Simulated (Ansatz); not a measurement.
Z-matrix (Å, degrees):
```
Zr
F 1 1.8897
F 1 1.8897 2 108.27
Cl 1 2.3425 2 109.46 3 119.25
Cl 1 2.3425 2 109.46 3 -119.25
```
Charge 0, multiplicity 1.

These are Ansatz (a first-principles code) with frozen-core CCSD(T)/def2-TZVPP // r2SCAN-D4/def2-SVP values and carry that method's errors.

```yaml
HF energy: -1164.87431 Ha
MP2 correlation energy: -1.21873 Ha
```

Question: Estimate the CCSD correlation energy, the (T) correction, the total energy and the T1 diagnostic.

Answer: 
```
Property                         Result
-----------------------  --------------
CCSD correlation energy     -1.23847 Ha
(T) correction              -0.05081 Ha
CCSD(T) total energy     -1166.16360 Ha
T1 diagnostic                     0.017
```
